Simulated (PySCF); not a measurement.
C5H4FNO.
Structure used (GFN2-xTB), in Å, numbered top down from 1:
```
atom  x, y, z in Å
O1     2.624    0.102   -0.020
N2     1.374    0.053   -0.011
C3     0.636    1.191    0.002
C4    -0.738    1.171    0.011
C5    -1.387   -0.054    0.006
F6    -2.728   -0.106    0.014
C7    -0.645   -1.225   -0.006
C8     0.726   -1.138   -0.014
H9     1.206    2.106    0.003
H10   -1.299    2.091    0.021
H11   -1.134   -2.186   -0.009
H12    1.366   -2.007   -0.022
```

NICS = −σ at a ghost point: NICS(0) at the centroid of the ring atoms, NICS(1) 1 Å to either side along the normal of their mean plane, zz for the tensor component along that normal. Level: GIAO PBE0/pcSseg-1 (PySCF, non-relativistic, gas phase) on the GFN2-xTB geometry, one conformer.

Ring bond lengths (Å), with Mayer bond orders in brackets: N2–C3 1.356 (1.13), C3–C4 1.374 (1.42), C4–C5 1.386 (1.39), C5–C7 1.386 (1.40), C7–C8 1.374 (1.42), C8–N2 1.356 (1.13).

What do the NICS probes read (ppm)?

```
             ring                                               type  NICS(0)  NICS(1), two faces  NICS(1)zz, two faces  rms pucker (Å)  centre to ring atoms, mean (Å)
N2–C3–C4–C5–C7–C8  6-membered ring with N; formal bonds all aromatic     -8.1         -8.6 / -8.6         -20.4 / -20.4            0.00                            1.37
```

What can be read from them?

- N2–C3–C4–C5–C7–C8: mean NICS(1)zz -20.4 ppm, shielded. For a flat ring without four-coordinate atoms the NICS criterion counts such a value as aromatic.

How equal are the bonds by HOMA? HOMA takes Krygowski's 1993 parameters.

- N2–C3–C4–C5–C7–C8: HOMA 0.97; the largest term is that of C3–C4, α(R − Ropt)² = 0.05. The geometric and the magnetic index point the same way.

At the first NICS(1) probe listed for ring N2–C3–C4–C5–C7–C8, 1 Å off the ring, what do the in-plane components average?

The isotropic value is a third of the trace: (3 × -8.6 − (-20.4))/2 = -2.7 ppm.

What are the shieldings of the ring atoms and their hydrogens in the same run (means over atoms taken as equivalent)?

```csv
atoms,environment,σ isotropic (ppm),"principal values of the symmetric part, first atom (ppm)"
N2,N-oxide nitrogen,-63.6,"-175.7, -155.0, 139.9"
C3 (×2),aromatic CH next to a ring nitrogen,41.6,"-34.1, 34.8, 124.0"
C4 (×2),aromatic CH carbon,66.1,"-24.4, 58.0, 164.8"
C5,aromatic C–F carbon,22.2,"-51.9, 28.7, 89.7"
H9 (×2),aromatic hydrogen,23.49,"20.4, 23.8, 26.3"
H10 (×2),aromatic hydrogen,24.60,"22.0, 24.3, 27.5"
```
